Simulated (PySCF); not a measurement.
**Ionisation energy of N⁺ by level of theory**

N⁺ [He] 2s2 2p2 [2p1/2^2, M_J = 0] → N²⁺ [He] 2s2 2p1 [2p1/2^1, M_J = 1/2], as a difference of total energies. Computed with PySCF 2.14 in x2c-QZVPPall-2c, with the two-component X2C-1e Hamiltonian. Correlated levels: 1s2 frozen; the 2 highest virtual spinors dropped. "Screened" scales the spin-orbit matrix elements by Boettger's factors to mimic the two-electron term; Breit and QED terms are absent.

| method | ionisation energy (eV) | difference from reference (eV) |
| --- | --- | --- |
| GHF (spin-free) | 29.092 | -0.509 |
| GMP2 (spin-free) | 29.663 | +0.062 |
| GHF (screened spin-orbit) | 29.085 | -0.516 |
| GMP2 (screened spin-orbit) | 29.656 | +0.055 |

Reference: 29.601 eV (semi-empirical (NIST evaluation); NIST Atomic Spectra Database, ionization energies).

Errors of the correlated levels include the incompleteness of this basis and the frozen core.

The labels give the starting determinants; with spin-orbit coupling the two ends relaxed to ⟨J²⟩ = 2.00, ⟨L²⟩ = 2.00, ⟨S²⟩ = 2.00 and ⟨J²⟩ = 1.03, ⟨L²⟩ = 2.02, ⟨S²⟩ = 0.76.

The determinant of N⁺ mixes levels of different J (the jj label is only the starting occupation), so the difference between spin-free and spin-orbit rows is not the physical spin-orbit shift.
